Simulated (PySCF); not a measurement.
## Shapes and spin states of Co2H4

Level of theory: PBE0 in PySCF with Co def2-TZVP, H def2-TZVP; no relativity; density-fitted integrals.

Relaxations began from a few typed shapes and spin states; open shells are unrestricted. The search is not exhaustive: other isomers or separated fragments can lie lower, and high-lying points may rest on an excited occupation.

Question: Which is the lowest minimum found?
A. singlet C2v: Co–H 1.482 Å (×2), Co–H 1.568 Å (×2), Co–H 1.705 Å (×2); Co–H–Co 78.0°, Co–H–Co 86.3°, H–Co–H 79.0° (×2), H–Co–H 97.8° (×2), H–Co–H 176.8° (×2)
B. septet C2h: Co–H 1.569 Å (×2), Co–H 1.750 Å (×2), Co–H 1.756 Å (×2); Co–H–Co 93.0° (×2), H–Co–H 87.0° (×2), H–Co–H 116.8° (×2), H–Co–H 156.2° (×2)
C. septet C2h: Co–Co 2.948 Å, Co–H 1.586 Å (×4); Co–Co–H 86.9° (×4), H–Co–H 127.0° (×2)
D. septet D2h: Co–H 1.578 Å (×2), Co–H 1.753 Å (×4); Co–H–Co 93.1° (×2), H–Co–H 86.9° (×2), H–Co–H 136.5° (×4)
E. singlet C2h: Co–H 1.467 Å (×2), Co–H 1.565 Å (×4); Co–H–Co 97.7° (×2), H–Co–H 82.3° (×2), H–Co–H 96.4° (×4)
F. singlet C2h: Co–Co 2.096 Å, Co–H 1.445 Å (×4); Co–Co–H 90.2° (×4), H–Co–H 88.6° (×2)
G. septet C2h: Co–H 1.569 Å (×2), Co–H 1.750 Å (×2), Co–H 1.756 Å (×2); Co–H–Co 93.0° (×2), H–Co–H 87.0° (×2), H–Co–H 116.7° (×2), H–Co–H 156.3° (×2)
H. singlet C2: Co–Co 2.082 Å, Co–H 1.455 Å (×2), Co–H 1.487 Å (×2); Co–Co–H 64.3° (×2), Co–Co–H 113.6° (×2), H–Co–H 89.8° (×2)

Answer: B. The others lie at 0.2 (septet C2h), 6.4 (septet D2h, a saddle point), 217.5 (septet C2h, a saddle point), 273.4 (singlet C2), 278.9 (singlet C2h, a saddle point), 293.3 (singlet C2h, a saddle point), 343.3 (singlet C2v, a saddle point) kJ/mol above it.

For the lowest minimum: open d and f shells are described by one determinant, and the ground state may have another occupation or spin.
